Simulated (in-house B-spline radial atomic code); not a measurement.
A radial electron density 4πr²n(r) was computed for an atom or ion in its tabulated ground configuration with an all-electron radial atomic-structure program (B-spline basis); method: Dirac-Kohn-Sham HSE06, spherical fractional occupations. Columns: r (bohr), 4πr²n(r) (electrons per bohr), bar.

```
0.000471     3.58 #
0.000582     4.98 #
0.000719    6.889 ##
0.000888    9.466 ###
  0.0011    12.97 ####
 0.00135     17.4 #####
 0.00167    23.37 #######
 0.00207    31.07 #########
 0.00255    40.38 ############
 0.00315     51.7 ###############
 0.00389     64.7 ###################
 0.00481    78.87 #######################
 0.00594    92.88 ###########################
 0.00733    105.1 ###############################
 0.00906    113.5 ##################################
  0.0112    116.5 ##################################
  0.0138    113.8 ##################################
  0.0171    107.6 ################################
  0.0211    103.1 ##############################
   0.026      106 ###############################
  0.0322    119.4 ###################################
  0.0397    137.6 #########################################
  0.0491      149 ############################################
  0.0606    143.4 ##########################################
  0.0748    126.3 #####################################
  0.0924    117.5 ###################################
   0.114    128.2 ######################################
   0.141    139.9 #########################################
   0.174    124.6 #####################################
   0.215    91.09 ###########################
   0.266    77.42 #######################
   0.328    88.49 ##########################
   0.405    89.06 ##########################
   0.501    64.57 ###################
   0.618    38.26 ###########
   0.764    26.05 ########
   0.943    21.99 ######
    1.16    17.13 #####
    1.44    10.64 ###
    1.78    5.442 ##
    2.19     2.33 #
    2.71   0.7609 
    3.35   0.1823 
    4.14  0.02844 
    5.11 0.002609
```

Q: Which atom or ion is it?
A. Hg2+
B. Hg3+
C. Pt2+
D. Tl2+

A: A. The area under the curve, ∫4πr²n dr = ∫r·4πr²n d(ln r) on this logarithmic grid, is 78 electrons, which only this option has. The configuration is [Xe] 4f14 5d10.
